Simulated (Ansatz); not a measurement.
Geometry optimisation, RKS BLYP-D4/def2-SVP (Ansatz 0.2.0).

Input:

```yaml
crystal:
  periodic: [false, false, false]
  atoms:
    - { symbol: W, position_ang: [0.0, 0.0, 0.0] }
    - { symbol: Cl, position_ang: [0.0, 0.0, 2.74] }
    - { symbol: H, position_ang: [1.72, 0.0, 0.0] }
    - { symbol: H, position_ang: [0.0, 1.72, 0.0] }
    - { symbol: H, position_ang: [-1.72, 0.0, 0.0] }
    - { symbol: H, position_ang: [0.0, -1.72, 0.0] }
    - { symbol: F, position_ang: [0.0, 0.0, -1.85] }
    - { symbol: "N", position_ang: [1.5641, 1.6294, 0.7505] }
    - { symbol: H, position_ang: [2.4032, 1.3328, 1.3263] }
    - { symbol: Si, position_ang: [1.3195, 3.3845, 0.3356] }
    - { symbol: H, position_ang: [1.0394, 3.5135, -1.0914] }
    - { symbol: H, position_ang: [0.1949, 3.9141, 1.1014] }
    - { symbol: H, position_ang: [2.5276, 4.1358, 0.6637] }
    - { symbol: H, position_ang: [1.0745, 1.1194, 1.972] }
basis:
  gaussian: { orbitals: def2-SVP }
hamiltonian:
  xc: blyp
  dispersion: d4
relax:
  f_tol: 0.15
  max_steps: 25
  restrain:
    - { distance: [0, 7], at: 3.28, k: 30.0 }
    - { distance: [13, 1], at: 2.57, k: 30.0 }
    - { distance: [0, 1], at: 2.39, k: 30.0 }
    - { distance: [13, 7], at: 1.06, k: 30.0 }
```

Launched with:

```bash
$ ansatz run input.yaml --threads 4 --pin off --max-ram 5120MiB --backend cpu --events-out ev --progress --plain --runs-dir out
```

Problem. Where does it end, and by what steps?

Solution. The forces met the threshold. The restraints hold the end off the free minimum; the threshold counts their pulls, which the force column leaves out. Restrained pairs: W1–N8 (2.38 → 3.26 Å), Cl2–H14 (1.73 → 2.58 Å), W1–Cl2 (2.74 → 2.35 Å), N8–H14 (1.41 → 1.04 Å). After 13 steps the energy has fallen by 5.325 eV (the restraints' own energy left out); H3 moved furthest, 1.25 Å.

| step | energy less start (eV) | largest force component (eV/Å) | accepted |
| --- | --- | --- | --- |
| 0 | 0.0000 | 4.233 | yes |
| 1 | 0.0126 | 5.605 | yes |
| 2 | -0.4373 | 5.965 | yes |
| 3 | -1.6150 | 4.570 | yes |
| 4 | -2.9853 | 2.633 | yes |
| 5 | -3.9013 | 2.377 | yes |
| 6 | -4.5383 | 1.850 | yes |
| 7 | -4.9429 | 1.738 | yes |
| 8 | -5.1710 | 1.581 | yes |
| 9 | -5.2362 | 1.440 | yes |
| 10 | -5.2714 | 1.544 | yes |
| 11 | -5.2670 | 0.969 | no |
| 12 | -5.3236 | 1.325 | yes |
| 13 | -5.3253 | 1.264 | yes |

```xyz
14
Properties=species:S:1:pos:R:3
W -0.219 -0.170 0.193
Cl -0.151 -0.051 2.542
H 1.213 -1.138 -0.071
H -1.105 1.281 -0.243
H -1.802 -0.644 -0.205
H -0.401 -1.786 -0.304
F 0.384 0.291 -1.539
N 1.966 2.041 1.161
H 2.897 1.640 1.017
Si 1.538 3.617 0.468
H 1.350 3.466 -1.008
H 0.261 4.023 1.133
H 2.586 4.674 0.704
H 1.605 1.786 2.102
```

Time of the run: 43 s on 4 threads of Arm Neoverse V2, with other jobs on the host, peak memory 0.23 GiB.
